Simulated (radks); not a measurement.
Task: Br3+, configuration [Ar] 3d10 4s1 4p3 (not the ground configuration). Method: scalar-relativistic Kohn-Sham, r2SCAN, spin-polarised, spherical densities, finite nucleus; open shells are filled with parallel spins first; meta-GGA in the generalised Kohn-Sham scheme; Fermi nuclear charge, rms radius 4.1629 fm; computed with a radial shooting solver on a logarithmic mesh with Libxc functionals. Some entries of the table are withheld. Estimate them.

orbital,occ.,eigenvalue (hartree),<r> (bohr)
1s up,1,-492.1945,0.04275
1s down,1,-492.1752,0.04275
2s up,1,-65.66856,0.1893
2s down,1,-65.66414,0.1893
2p up,3,-58.01865,0.1654
2p down,3,-58.00499,0.1654
3s up,1,-10.43686,0.5499
3s down,1,-10.41771,0.5500
3p up,3,-7.99062,0.5630
3p down,3,-7.96762,0.5623
3d up,5,-3.96067,0.5892
3d down,5,-3.92736,0.5826
4s up,1,-2.13495,1.541
4s down,0,-1.83403,1.546
4p up,3,(1),1.732
4p down,0,(2),1.798

Result: 
(1) 4p up eigenvalue (hartree): -1.57892
(2) 4p down eigenvalue (hartree): -1.30746
